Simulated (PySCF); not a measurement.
Species: C4H12O2Si.
SMILES: `CCO[SiH2]OCC`

Level of theory: PySCF, TDDFT CAM-B3LYP/def2-SVPD, vertical, gas phase, core orbitals frozen in the response. One conformer (not necessarily the lowest) at the PBE0-D3(BJ)/def2-SVP geometry, without solvent, vibrations or thermal averaging. Torsions of this conformer, `[CH3:1][CH2:2][O:3][SiH2:4][O:5][CH2:6][CH3:7]`: C1–C2–O3–Si4 156°, C2–O3–Si4–O5 71°, O3–Si4–O5–C6 -77°, Si4–O5–C6–C7 -155°.

Computed states:

```tsv
state	E (eV)	f
S1	7.69	0.0032
S2	7.91	0.0056
S3	8.16	0.0035
S4	8.21	0.035
S5	8.43	0.0035
S6	8.49	0.0008
S7	8.54	0.036
S8	8.72	0.064
S9	8.76	0.023
S10	8.85	0.011
```

Broadening: Gaussians 0.3 eV wide at half height, area fixed by f = 4.319×10⁻⁹ ∫ε dν̃. The width is an assumption, not a result. The curve ends short of the highest state used, and states not computed would add to its high-energy end.

(1) What does the envelope look like, and where are its maxima?

(2) Coming from long wavelengths, where does ε first pass 100 L mol⁻¹ cm⁻¹?

Results:

(1) 
(E (eV), ε (L mol⁻¹ cm⁻¹)): (7.24, 1), (7.26, 1), (7.28, 2), (7.31, 4), (7.33, 6), (7.35, 9), (7.38, 16), (7.40, 24), (7.42, 33), (7.45, 53), (7.47, 70), (7.49, 91), (7.52, 128), (7.54, 157), (7.56, 189), (7.59, 239), (7.61, 273), (7.64, 324), (7.66, 356), (7.68, 388), (7.71, 432), (7.73, 461), (7.75, 489), (7.78, 532), (7.80, 562), (7.82, 593), (7.85, 645), (7.87, 685), (7.89, 733), (7.92, 826), (7.94, 908), (7.96, 1014), (7.99, 1226), (8.01, 1408), (8.04, 1743), (8.06, 2001), (8.08, 2279), (8.11, 2705), (8.13, 2973), (8.15, 3212), (8.18, 3485), (8.20, 3598), (8.22, 3652), (8.25, 3634)

Maxima: 151 nm (8.23 eV), ε about 3700, made up of S4 (84%) (ε in L mol⁻¹ cm⁻¹; maxima over ε = 5, shares over 10%).

(2) At about 165 nm (7.50 eV), 0.19 eV below S1.

The vertical ionisation energy (ΔSCF) is 10.22 eV, 1.37 eV above S10.
